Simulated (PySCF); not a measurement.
**Bonding in `CO[Si@H](F)OCC[SiH3]`**

Compound: C3H11FO2Si2.
Numbering: `[CH3:1][O:2][Si@H:3]([F:4])[O:5][CH2:6][CH2:7][SiH3:8]` (hydrogens: H9, H10, H11 on C1; H12 on Si3; H13, H14 on C6; H15, H16 on C7; H17, H18, H19 on Si8)

Structure used (GFN2-xTB), in Å, numbered top down from 1:
```xyz
19
C3H11FO2Si2 angstrom
C      4.1132    0.1957   -0.0125
O      2.7326    0.3958    0.0590
Si     1.6011   -0.6813    0.4159
F      1.6532   -1.9155   -0.6293
O      0.2714    0.1774    0.2079
C     -1.0624   -0.2647    0.2093
C     -1.9647    0.8449   -0.2938
Si    -3.7949    0.3418   -0.3488
H      4.3536   -0.6379   -0.6753
H      4.5208   -0.0168    0.9782
H      4.5633    1.1096   -0.4002
H      1.7348   -1.3428    1.7021
H     -1.3364   -0.5525    1.2311
H     -1.1517   -1.1548   -0.4231
H     -1.8277    1.7156    0.3490
H     -1.6219    1.1374   -1.2870
H     -3.9728   -0.8004   -1.2468
H     -4.2482   -0.0226    0.9956
H     -4.5732    1.4803   -0.8388
```

Bond orders from the PBE0/pcSseg-1 density (PySCF). Isolated species at its GFN2-xTB geometry (one conformer only).

Q: Where do the orders between heavy atoms depart from those drawn in the SMILES?

A: The largest departure is 0.140, at O5–C6 (drawn single, 0.860). Drawn single, order below 0.88: O5–C6 (0.860).

Q: Set the Mayer orders of the bonds between heavy atoms beside their lengths.

A: 
```
  bond  drawn as  length (Å)  Mayer order
 C1–O2    single       1.397        0.883
O2–Si3    single       1.602        1.057
Si3–F4    single       1.618        0.907
Si3–O5    single       1.597        1.058
 O5–C6    single       1.405        0.860
 C6–C7    single       1.516        1.045
C7–Si8    single       1.899        0.917
```

By pair of heavy elements: C–O: lowest O5–C6 (0.860, 1.405 Å), highest C1–O2 (0.883, 1.397 Å). O–Si: all 2 within 0.02 of one another (1.057 to 1.058).

Q: And the bonds to hydrogen?

A: C–H: 0.94 to 0.97 (7 bonds); H–Si: 0.90 to 0.95 (4 bonds).

Q: Sum the orders of all bonds at each heavy atom with more than one neighbour and set the sums beside the valence in the SMILES.

A: C1 3.785 (drawn 4), O2 1.940 (drawn 2), Si3 3.918 (drawn 4), O5 1.918 (drawn 2), C6 3.797 (drawn 4), C7 3.848 (drawn 4), Si8 3.753 (drawn 4). Orders between atoms that aren't bonded are not in these sums.

For a closed shell the Mayer order of atoms A and B is Σ (PS)μν (PS)νμ over the basis functions μ on A and ν on B, with P the density and S the overlap matrix.

These values come from a run that also computed NMR shieldings. Time: 32 s; peak memory 0.86 GiB. Hardware: one thread, Arm Neoverse V1 (aarch64), no GPU, shared host with 64 logical CPUs at a one-minute load of 38.
